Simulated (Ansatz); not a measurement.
Ideal-gas functions of C3H4OSi (`C=C1[SiH2]C1=O`) at 298.15 K and 1 bar, from an Ansatz frequency run at PBE0-D4/def2-TZVP.

Molar mass 84.15 g/mol, point group Cs (symmetry number 1), electronic degeneracy 1, moments of inertia 102.31, 116.546, 212.71 u Å². Harmonic wavenumbers (cm⁻¹, unscaled): 32, 217, 259, 311, 376, 562, 635, 667, 733, 758, 842, 924, 1025, 1119, 1441, 1699, 1830, 2214, 2239, 3127, 3214.

Use S(trans) = R[1.5 ln M + 2.5 ln T − 1.1517]; rotational temperatures θ = 24.2544 K / I; S(rot) = R[ln(√π/σ · √(T³/θAθBθC)) + 1.5]; for each mode x = 1.438777 ν̃/T, S = R[x/(eˣ − 1) − ln(1 − e⁻ˣ)] and H = RT x/(eˣ − 1); 1 cm⁻¹ = 0.0119627 kJ/mol; R = 8.31446 J/(mol·K).

Question: By hand: the entropy, in J/(mol·K).

Answer: Translation 164.1. Rotation: θ = 0.2371, 0.2081, 0.114 K, giving 109.8. Vibration, mode by mode: 23.85, 8.30, 6.98, 5.68, 4.42, 2.18, 1.65, 1.45, 1.13, 1.02, 0.74, 0.53, 0.35, 0.24, 0.06, 0.02, 0.01, 0.00, 0.00, 0.00, 0.00, in all 58.6. Electronic 0.0. Sum 332.5 J/(mol·K).

Question: By hand: H − E and G − E in kJ/mol, counted from the electronic energy.

Answer: Zero-point energy ½ × 24224 × 0.0119627 = 144.9; thermal vibration 9.0; translation, rotation and pV give 4 RT = 9.9. H − E = 163.8 kJ/mol, and G − E = 163.8 − 298.15 × 332.5/1000 = 64.7 kJ/mol.

Vibration gives 18 % of the entropy, 23.9 J/(mol·K) of it from the mode under 150 cm⁻¹: soft modes count most, and the harmonic formula is weakest for them.
